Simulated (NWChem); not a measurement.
System: CH$_{6}$O$_{2}$Si$_{2}$; SMILES O1[SiH](C)O[SiH2]1

Output (shortened):

```
             Northwest Computational Chemistry Package (NWChem) 7.3.0
             --------------------------------------------------------

 CS  symmetry detected

                             Geometry "geometry" -> ""
                             -------------------------

 Output coordinates in angstroms (scale by  1.889725989 to convert to a.u.)

  No.       Tag          Charge          X              Y              Z
 ---- ---------------- ---------- -------------- -------------- --------------
    1 C                    6.0000     0.62543676     2.25371578     0.00000000
    2 Si                  14.0000    -0.48447806     0.75871017     0.00000000
    3 O                    8.0000    -0.11432500    -0.40313970    -1.21606500
    4 Si                  14.0000     0.23395318    -1.55710900     0.00000000
    5 O                    8.0000    -0.11432500    -0.40313970     1.21606500
    6 H                    1.0000     0.43087539     2.87726713     0.89682100
    7 H                    1.0000     1.69227792     1.95520018     0.00000000
    8 H                    1.0000     0.43087539     2.87726713    -0.89682100
    9 H                    1.0000    -1.93433000     1.14442245     0.00000000
   10 H                    1.0000     1.66210273    -2.01652846     0.00000000
   11 H                    1.0000    -0.69787383    -2.73210446     0.00000000

 Effective nuclear repulsion energy (a.u.)     312.7495835914

      Symmetry information
      --------------------

 Group name             Cs
 Group number              2
 Group order               2
 No. of unique centers     9

  pbe96 is a nonlocal functional; adding pw91lda local functional.

                                 NWChem DFT Module
                                 -----------------

 Summary of "ao basis" -> "ao basis" (spherical)
 ------------------------------------------------------------------------------
       Tag                 Description            Shells   Functions and Types
 ---------------- ------------------------------  ------  ---------------------
 C                          def2-svp                 6       14   3s2p1d
 Si                         def2-svp                 8       18   4s3p1d
 O                          def2-svp                 6       14   3s2p1d
 H                          def2-svp                 3        5   2s1p

      Symmetry analysis of basis
      --------------------------

        a'         71
        a"         37

            General Information
            -------------------
          SCF calculation type: DFT
          Wavefunction type:  closed shell.
          No. of atoms     :    11
          No. of electrons :    56
           Alpha electrons :    28
            Beta electrons :    28
          Charge           :     0
          Spin multiplicity:     1
          Use of symmetry is: on ; symmetry adaption is: on
          Maximum number of iterations: 150
          AO basis - number of functions:   108
                     number of shells:    52
          Convergence on energy requested:  1.00D-06
          Convergence on density requested:  1.00D-05
          Convergence on gradient requested:  5.00D-04

              XC Information
              --------------
          PerdewBurkeErnzerhof Exchange Functional  1.000
            Perdew 1991 LDA Correlation Functional  1.000 local
           PerdewBurkeErnz. Correlation Functional  1.000 non-local

             Grid Information
             ----------------
          Grid used for XC integration:  medium
          Radial quadrature: Mura-Knowles
          Angular quadrature: Lebedev.
          Tag              B.-S. Rad. Rad. Pts. Rad. Cut. Ang. Pts.
          ---              ---------- --------- --------- ---------
          C                   0.70       49          12.0       434
          Si                  1.10       88          11.0       590
          O                   0.60       49          11.0       434
          H                   0.35       45          13.0       434
          Grid pruning is: on
          Number of quadrature shells:   499
          Spatial weights used:  Erf1

      Superposition of Atomic Density Guess
      -------------------------------------

 Sum of atomic energies:        -767.47988099

      Non-variational initial energy
      ------------------------------

 Total energy =    -769.546110
 1-e energy   =   -1683.033456
 2-e energy   =     600.737762
 HOMO         =      -0.359897
 LUMO         =       0.027143

      Symmetry analysis of molecular orbitals - initial
      -------------------------------------------------

  Numbering of irreducible representations:

     1 a'          2 a"

  Orbital symmetries:

     1 a'          2 a'          3 a'          4 a"          5 a'
     6 a'          7 a'          8 a'          9 a'         10 a'
    11 a'         12 a"         13 a"         14 a'         15 a"
    16 a'         17 a'         18 a'         19 a"         20 a'
    21 a'         22 a'         23 a"         24 a"         25 a"
    26 a'         27 a'         28 a'         29 a"         30 a'
    31 a'         32 a"         33 a'         34 a'         35 a'
    36 a"         37 a'         38 a'

[...]
```

Level: PBE/def2-SVP, vertical spin-unrestricted ions. All runs use the structure optimised with PBE-D3(BJ)/def2-SVP.

Which NWChem input produces such a log?

Several could match; the one computed here: the input that was run:
```
start job
memory heap 200 mb stack 900 mb global 1100 mb
geometry units angstroms noautoz
  C      0.607162    -2.263497     0.000000
  Si    -0.489433    -0.758694     0.000000
  O     -0.108977     0.399823    -1.216065
  Si     0.249535     1.550654     0.000000
  O     -0.108977     0.399823     1.216065
  H      0.407071    -2.885296     0.896821
  H      1.676612    -1.974467     0.000000
  H      0.407071    -2.885296    -0.896821
  H     -1.942653    -1.131516     0.000000
  H      1.681708     1.997373     0.000000
  H     -0.671821     2.733878     0.000000
end
basis spherical
  C library def2-svp
  Si library def2-svp
  O library def2-svp
  H library def2-svp
end
dft
  xc xpbe96 cpbe96
  iterations 150
  vectors input atomic output neutral.movecs
end
task dft energy
charge 1
dft
  odft
  mult 2
  vectors input atomic output cation.movecs
end
task dft energy
```
